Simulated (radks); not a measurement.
Values are calculated unless marked as measured or tabulated.
All-electron atom: Ce44+ in [Ne] 3s2 3p2 (the NIST ground configuration).

Code: a radial shooting solver on a logarithmic mesh with Libxc functionals. Model: Dirac Kohn-Sham, PBE, spin-unpolarised, spherical densities, finite nucleus; open shells fill j = l - 1/2 first; Fermi nuclear charge, rms radius 4.8771 fm.

Energy parts (eV):
total: -191897.75
kinetic: 208996.84
electron-nucleus: -420338.63
Hartree: 22594.58
exchange-correlation: -3150.54

Orbitals (lengths in bohr, moments of r in powers of bohr; <r^-3> diverges for s and p1/2):
orbital  occ.  eigenvalue (eV)      <r^4>  <1/r>  <r^-3>  small-component weight
1s1/2       2        -43108.20  1.771e-06  63.36       -                4.61e-02
2s1/2       2        -9177.435  0.0002711  15.16       -                1.03e-02
2p1/2       2        -8855.687  0.0001687  15.10       -                1.03e-02
2p3/2       4        -8395.868  0.0002082  13.69    7299                9.69e-03
3s1/2       2        -3648.848   0.007490  6.121       -                3.94e-03
3p1/2       2        -3532.782   0.006445  6.056       -                3.88e-03
3p3/2       0        -3415.290   0.007374  5.686    1926                3.74e-03

The highest occupied level is 3p1/2 at -3532.8 eV. For comparison, the ionisation energy in NIST's Atomic Spectra Database is 3570 eV (theoretical). In exact Kohn-Sham theory the highest level is minus the ionisation energy, but local and semilocal functionals leave it too shallow, through self-interaction and a potential that decays too fast; potentials with the right tail come closer. The electron density at the nucleus is 3.845e+05 e/bohr^3. Summed over all electrons, <r^2> = 0.3602 bohr^2, which gives a Langevin (diamagnetic) susceptibility term of -0.285 x 10^-6 cm^3/mol. The density falls to 0.001 e/bohr^3 at r = 0.70 bohr.

Beside tabulated values, note that spin-unpolarised runs miss the spin-polarisation part of the exchange energy of open shells.
